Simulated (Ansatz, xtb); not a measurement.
Relative energy of two isomers of AlBrH4OSi

Structure a: `[SiH3][O][AlH][Br]`, a singlet. Structure b: `[AlH2][O][SiH2]Br`, a singlet. Both are isolated molecules in the gas phase, relaxed with PBE0-D3(BJ)/def2-SVP; the shapes shown needn't be the lowest conformers.

a (Å):

```xyz
8

Al   -0.5462   -0.4226    0.5618
Br    0.7396   -0.8133    2.3665
O    -0.3390    1.0253   -0.2810
Si    0.1495    2.5110   -0.8174
H    -0.9961    3.4667   -0.7567
H     1.2644    3.0344    0.0283
H     0.6210    2.4025   -2.2299
H    -1.6127   -1.4734    0.0965
```

b (Å):

```yaml
atoms:
  - { symbol: Al, position_ang: [-0.4056, 0.0686, -0.4887] }
  - { symbol: Br, position_ang: [3.4697, 1.5611, 0.7254] }
  - { symbol: O, position_ang: [0.2967, 1.2744, 0.5021] }
  - { symbol: Si, position_ang: [1.4010, 2.2038, 1.2679] }
  - { symbol: H, position_ang: [0.5475, -0.9147, -1.2767] }
  - { symbol: H, position_ang: [-1.9844, 0.0367, -0.5345] }
  - { symbol: H, position_ang: [1.2662, 3.6234, 0.8482] }
  - { symbol: H, position_ang: [1.2748, 2.0531, 2.7414] }
```

Quicker runs give these differences E(b) − E(a): GFN2-xTB +53.4 kJ/mol; HF/STO-3G +81.3 kJ/mol (at GFN2-xTB geometries); r2SCAN-D4/def2-SVP +65.5 kJ/mol (at GFN2-xTB geometries).

**Question.** Estimate E(b) − E(a) at the level CCSD(T)/def2-SVP + ΔMP2/def2-TZVPP.

**Answer.** Calculated at CCSD(T)/def2-SVP + ΔMP2/def2-TZVPP: E(b) − E(a) = +63.7 kJ/mol, so structure a lies lower.

Level by level:

```tsv
level	geometry	E(b) − E(a) (kJ/mol)	departure from the last row (kJ/mol)	job, with rough time for the two
GFN2-xTB	GFN2-xTB	+53.4	−10.3	optimisation, 0.23 s
HF/STO-3G	GFN2-xTB	+81.3	+17.6	single point, 0.4 s
r2SCAN-D4/def2-SVP	GFN2-xTB	+65.5	+1.8	single point, 4.2 s
PBE0-D3(BJ)/def2-SVP	PBE0-D3(BJ)/def2-SVP	+64.1	+0.4	optimisation, 2.4 min
HF/def2-SVP	PBE0-D3(BJ)/def2-SVP	+73.4	+9.7	part of the CCSD(T) run
MP2/def2-SVP	PBE0-D3(BJ)/def2-SVP	+70.3	+6.6	part of the CCSD(T) run
CCSD(T)/def2-SVP	PBE0-D3(BJ)/def2-SVP	+70.5	+6.9	single point
CCSD(T)/def2-SVP + ΔMP2/def2-TZVPP	PBE0-D3(BJ)/def2-SVP	+63.7		single point, 24 s
```

As drawn, b has 1 Br–Si, 1 Al–H in place of 1 Al–Br, 1 Si–H.

None of the levels shown reverses the order. The largest departure from CCSD(T)/def2-SVP + ΔMP2/def2-TZVPP is that of HF/STO-3G, 17.6 kJ/mol. The last row adds to CCSD(T) the change of the MP2 difference between the two basis sets, here −6.9 kJ/mol.

With harmonic frequencies from PBE0-D3(BJ)/def2-SVP (ideal gas, rigid rotor, one conformer each, 298.15 K, 1 atm): on the last row, ΔE + ΔZPE = +60.7 kJ/mol. A mode under 50 cm⁻¹ makes harmonic enthalpies and free energies unreliable, so none is given.

The correlated steps freeze 20 core orbitals; the filled d shell of Br is correlated, in a basis made for valence electrons. Run with Ansatz 0.2.0, xtb 6.7.1; the last row on 2 threads of Arm Neoverse V1 on a shared host.
